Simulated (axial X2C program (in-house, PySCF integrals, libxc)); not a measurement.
Density and ELF of LiSe⁺

Computed with an in-house relativistic program for diatomic molecules. Two-component (2c) means X2C with spin–orbit coupling and atomic mean-field two-electron Coulomb and Gaunt terms. Basis: Se dyall-cv3z [8s9p6d4f1g], Li dyall-cv3z [7s8p2d] (cores contracted in-house); Gaussian nuclei, density fitting, unrestricted open shells. Masses: Se 79.917 u, Li 7.016 u.

PBE0, two-component, state Ω = 1 (⟨Sz⟩ = 0.99, ⟨Lz⟩ = 0.01 at PBE0); Se at z = 0, Li at z = 2.580 Å.

The maps cover the half plane through the axis: z from -2.4 to 4.8 Å along the bond, ρ from 0.15 to 2.25 Å away from it (steps of 0.3 Å, the bottom row nearest the axis).

log10 of the density in e/bohr³:

digits 0 to 9 span -7.28 to 1.42 evenly
```
2333444444444443332211000
3334445555554444333221100
3344555555555544443321110
3445556666665555443322111
4455666666666555544322111
4455667777766655555432111
4556677888776666776543111
4556677999776667887643211
```

Electron localisation function (collinear form, no current term, damped to 0 at low density):

digits 0 to 9 span 0.00 to 1.00 evenly
```
0000000000000000000000000
0000122222221110000000000
0001345554444432000000000
0024677776666652000000000
0146788777788750000000000
0267887434788820011000000
0478983242389800999800000
1478982727179805999920000
```

Axial spin density in 10⁻³ e/bohr³:

digits 0 to 9 span -4.09 to 4.09 evenly, values beyond are clipped
```
5555555555555555555555555
5555556666655555555555555
5555568999876555555555555
5555689999997555555555555
5555799999998554455555555
4555799999998544455555555
4444489999995444555555555
4443102294401234434445555
```

The state is one determinant whose occupation by symmetry is held fixed; it was picked as the lowest of a PBE0 search that is not exhaustive. Density functionals use the spin component along the axis (collinear). With several unpaired electrons one determinant need not be a pure state. Open-shell Ω = 0 determinants with evenly filled partner blocks cannot be reached by this program, so the Ω shown need not be the lowest component. This is the Ω = 1 component of a π² triplet; the 0⁺ component is not one determinant and can lie lowest.
